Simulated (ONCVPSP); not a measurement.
# Before and after: ONCV potential for tungsten (W)

- Element: tungsten
- Generator: ONCVPSP 4.0.1
- Type: optimised norm-conserving Vanderbilt (ONCV)
- Functional: PW91
- Relativity: scalar-relativistic
- Frozen core: [Kr] 4d10 4f14
- Valence charge: 14
- Reference configuration: 5s2 5p6 5d4 6s2
- Partial waves: 5s+6s: rc 1.60 bohr, ncon 4, nbas 7, qcut 8.9 1/bohr, 2 projectors; 5p: rc 1.75 bohr, ncon 3, nbas 6, qcut 7.9 1/bohr, 1 projector; 5d: rc 2.40 bohr, ncon 4, nbas 9, qcut 7 1/bohr, 2 projectors, debl 2.2 Ha
- Local potential: polynomial inside 1.05 bohr (lpopt 5, dvloc0 4 Ha)
- Core correction: polynomial model core, fcfact 0.75

Change: s: qcut 7.6.

Cutoffs: the cutoffs (Ha) at which the residual kinetic energy of the hardest occupied pseudo-wave falls to 1 and 0.1 mHa per electron; they do not see the model core or the augmentation charge, which bear on the density cutoff. Errors are all-electron minus pseudo energies relative to the spin-unpolarised reference configuration.

Task: Predict the effect on cutoff, ghosts and configuration errors.

Result: The potential gets softer (26 Ha and 30 Ha → 22 Ha and 25 Ha); the errors of the 4 common tests hardly move; neither file shows a bound ghost. The waves are optimised to have the least kinetic energy above qcut, so the cutoff follows it (qcut²/2 in Ha).

| quantity | base | changed |
| --- | --- | --- |
| cutoff, loose | 26 Ha | 22 Ha |
| cutoff, tight | 30 Ha | 25 Ha |
| loose cutoff by channel | s 26 Ha, p 18 Ha, d 14 Ha | s 22 Ha, p 18 Ha, d 14 Ha |
| bound ghosts | none | none |
| GHOST(+) flags under 300 eV | s at 159.3 eV | s at 143.5 eV |
| error for 5s2 5p6 5d4 6s1, meV [ΔE 8.95 eV] | -3.8 | -4.0 |
| error for 5s2 5p6 5d4 6s0, meV [ΔE 24.69 eV] | -12 | -13 |
| error for 5s2 5p6 5d3 6s0, meV [ΔE 50.15 eV] | -26 | -27 |
| error for 5s2 5p6 5d5 6s1, meV [ΔE 1.54 eV] | -7.2 | -7.7 |
| s: phases at 1.62 bohr within 0.05 rad from the reference energy up to (Ha; the scan ends near 5) | to the end of the scan | 4.9 |
| p: phases at 1.77 bohr within 0.05 rad from the reference energy up to (Ha; the scan ends near 5) | 0.5 | 0.5 |
| d: phases at 2.44 bohr within 0.05 rad from the reference energy up to (Ha; the scan ends near 5) | to the end of the scan | to the end of the scan |
| rms error of d²Exc/dni dnj with the model core, mHa | 0.52 | 0.73 |
